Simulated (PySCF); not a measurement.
# 2-(2-thienyl)pyridine, C$_{9}$H$_{7}$NS

Geometry:
| atom | x (Å) | y (Å) | z (Å) |
| --- | --- | --- | --- |
| C1 | -3.157 | 0.171 | -0.407 |
| C2 | -2.667 | 0.310 | 0.889 |
| C3 | -1.296 | 0.250 | 1.101 |
| C4 | -0.445 | 0.052 | 0.000 |
| C5 | 1.010 | -0.021 | 0.144 |
| C6 | 1.927 | -0.210 | -0.865 |
| C7 | 3.267 | -0.234 | -0.400 |
| C8 | 3.353 | -0.064 | 0.959 |
| S9 | 1.806 | 0.127 | 1.675 |
| N10 | -0.921 | -0.080 | -1.244 |
| C11 | -2.232 | -0.022 | -1.435 |
| H12 | -4.226 | 0.211 | -0.622 |
| H13 | -3.347 | 0.463 | 1.731 |
| H14 | -0.883 | 0.356 | 2.107 |
| H15 | 1.609 | -0.323 | -1.901 |
| H16 | 4.137 | -0.372 | -1.042 |
| H17 | 4.247 | -0.039 | 1.581 |
| H18 | -2.576 | -0.135 | -2.470 |

Level of theory: TDDFT CAM-B3LYP/aug-cc-pVDZ excited states, vertical, gas phase in PySCF. Geometry: PBE0-D3(BJ)/def2-SVP.

(1) Give the one- and two-photon strengths of the lowest singlets.

Answers

(1) δ for parallel linear polarisation; σ at the peak of a Lorentzian of half width 0.1 eV, single beam; Ω is circular over linear.
```tsv
state	E (eV)	f	photon λ (nm)	δ (au)	σ (GM)	Ω	main
S1	4.39	0.449	565	225	1.59	0.71	HOMO→LUMO 0.94
S2	4.85	0.002	511	0.35	0.00	1.50	HOMO−2→LUMO 0.82, HOMO−2→LUMO+1 0.13
S3	4.94	0.018	502	97.8	0.88	1.21	HOMO→LUMO+1 0.80, HOMO−3→LUMO 0.08
S4	5.29	0.052	469	139	1.42	0.92	HOMO−1→LUMO 0.86
S5	5.30	0.001	467	0.83	0.01	1.50	HOMO−2→LUMO+1 0.81, HOMO−2→LUMO 0.10
S6	5.71	0.001	435	78.8	0.94	1.50	HOMO→LUMO+2 0.51, HOMO→LUMO+3 0.36
```

Among these, the strongest one-photon state is S1, the strongest two-photon state S1, with a dipole change of 1.7 D (relaxed, norm of the difference vector).
